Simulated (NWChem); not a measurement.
CdCl, doublet; SMILES [Cd][Cl]

All runs: NWChem. Spin-unrestricted. The geometry was optimised at PBE0/def2-SVP, spin-unrestricted. The spin multiplicity was typed, not searched, and may not be the lowest. No stability test was run on the SCF state. def2 effective core potentials on Cd; no spin-orbit coupling. B3LYP is NWChem's, with the RPA form of VWN correlation. Vertical excitations in the gas phase; the lowest state need not have the same character in each row. Excited states of an open shell can be spin-contaminated.

For level B3LYP/def2-SVPD, TDA:

```yaml
lowest excitation (eV): 2.43
oscillator_strength_of_that_bright_state: 0.070
lowest empty minus highest occupied level, either spin (eV): 2.08
```

Task: Estimate the same quantities for level PBE/def2-SVPD, TDA.

Result: lowest excitation (eV): 2.17
oscillator strength of that bright state: 0.059
lowest empty minus highest occupied level, either spin (eV): 0.88
